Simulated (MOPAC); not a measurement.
MOPAC input (AM1):

```
AM1 1SCF CHARGE=-1 GEO-OK AUX(PRECISION=9) THREADS=1
C3H7Si

C    -2.19443100 1    0.28753400 1    0.29471900 1
C    -1.17691100 1   -0.02544700 1   -0.52064600 1
C    -0.06493400 1   -0.82036600 1    0.12327600 1
Si    1.44153400 1    0.25876900 1   -0.07809400 1
H    -3.04574100 1    0.89186900 1   -0.02745600 1
H    -2.25642300 1   -0.04532000 1    1.35375900 1
H    -0.21453800 1   -1.11194800 1    1.19278200 1
H     0.14993900 1   -1.74170100 1   -0.43712000 1
H     1.87413600 1    0.41262900 1   -1.49397100 1
H     1.27385100 1    1.62243200 1    0.49199000 1
H     2.65495000 1   -0.30105500 1    0.62923900 1
```

From the output:

```
                                                       MOPAC v23.2.5 Linux

          FINAL HEAT OF FORMATION =         47.77514 KCAL/MOL =     199.89118 KJ/MOL

          COSMO AREA              =        127.18 SQUARE ANGSTROMS
          COSMO VOLUME            =        118.24 CUBIC ANGSTROMS

          IONIZATION POTENTIAL    =          1.801591 EV
          HOMO LUMO ENERGIES (EV) =         -1.802  5.626
          NO. OF FILLED LEVELS    =         12
          MOLECULAR WEIGHT        =         71.1738         POINT GROUP:  C1

          MOLECULAR DIMENSIONS (Angstroms)

            Atom       Atom       Distance
            H    11    H     5     5.86107
            H    10    H     8     3.63058
            H     9    H     6     3.48805

          SCF CALCULATIONS        =          1

   ATOM   CHEMICAL          X               Y               Z
  NUMBER   SYMBOL      (ANGSTROMS)     (ANGSTROMS)     (ANGSTROMS)

     1       C         -2.19443100  *   0.28753400  *   0.29471900  *
     2       C         -1.17691100  *  -0.02544700  *  -0.52064600  *
     3       C         -0.06493400  *  -0.82036600  *   0.12327600  *
     4      Si          1.44153400  *   0.25876900  *  -0.07809400  *
     5       H         -3.04574100  *   0.89186900  *  -0.02745600  *
     6       H         -2.25642300  *  -0.04532000  *   1.35375900  *
     7       H         -0.21453800  *  -1.11194800  *   1.19278200  *
     8       H          0.14993900  *  -1.74170100  *  -0.43712000  *
     9       H          1.87413600  *   0.41262900  *  -1.49397100  *
    10       H          1.27385100  *   1.62243200  *   0.49199000  *
    11       H          2.65495000  *  -0.30105500  *   0.62923900  *

                             CARTESIAN COORDINATES

   1    C       -2.194431000     0.287534000     0.294719000
   2    C       -1.176911000    -0.025447000    -0.520646000
   3    C       -0.064934000    -0.820366000     0.123276000
   4   Si        1.441534000     0.258769000    -0.078094000
   5    H       -3.045741000     0.891869000    -0.027456000
   6    H       -2.256423000    -0.045320000     1.353759000
   7    H       -0.214538000    -1.111948000     1.192782000
   8    H        0.149939000    -1.741701000    -0.437120000
   9    H        1.874136000     0.412629000    -1.493971000
  10    H        1.273851000     1.622432000     0.491990000
  11    H        2.654950000    -0.301055000     0.629239000

           Empirical Formula: C3 H7 Si  =    11 atoms

      MOLECULAR POINT GROUP   :   C1

                  EIGENVALUES
 -27.59966 -21.24216 -13.07624 -11.41004  -9.57050  -8.48870  -8.03584  -7.33475
  -7.23044  -5.76983  -3.12142  -1.80159   5.62612   5.80641   6.00157   6.78541
   8.53874   9.56970   9.92940  10.42112  10.78749  11.90249  13.15932

              NET ATOMIC CHARGES AND DIPOLE CONTRIBUTIONS

  ATOM NO.   TYPE          CHARGE      No. of ELECS.   s-Pop       p-Pop
    1          C          -0.397466        4.3975     1.24274     3.15473
    2          C          -0.441014        4.4410     1.52341     2.91761
    3          C          -0.357249        4.3572     1.25968     3.09757
    4         Si           0.813183        3.1868     0.85874     2.32808
    5          H           0.041966        0.9580     0.95803
    6          H          -0.013617        1.0136     1.01362
    7          H           0.006905        0.9931     0.99309
    8          H           0.043902        0.9561     0.95610
    9          H          -0.212441        1.2124     1.21244
   10          H          -0.209698        1.2097     1.20970
   11          H          -0.274471        1.2745     1.27447
 DIPOLE           X         Y         Z       TOTAL
 POINT-CHG.     5.263     0.063    -0.039     5.264
 HYBRID        -0.267    -0.628     1.754     1.882
 SUM            4.996    -0.565     1.715     5.313

          ATOMIC ORBITAL ELECTRON POPULATIONS

     Atom    s        px        py        pz
    1  C   1.24274   1.04358   1.17203   0.93912
    2  C   1.52341   0.80916   0.78428   1.32416
    3  C   1.25968   1.10967   1.02013   0.96777
    4 Si   0.85874   0.74994   0.80682   0.77132
    5  H   0.95803
    6  H   1.01362
    7  H   0.99309
    8  H   0.95610
    9  H   1.21244
   10  H   1.20970
   11  H   1.27447

 **********************
 *                    *
 * JOB ENDED NORMALLY *
 *                    *
 **********************

 == MOPAC DONE ==
```

The dipole moment of an ion depends on the origin.

The geometry given is a B3LYP-D3(BJ)/def2-TZVP minimum.
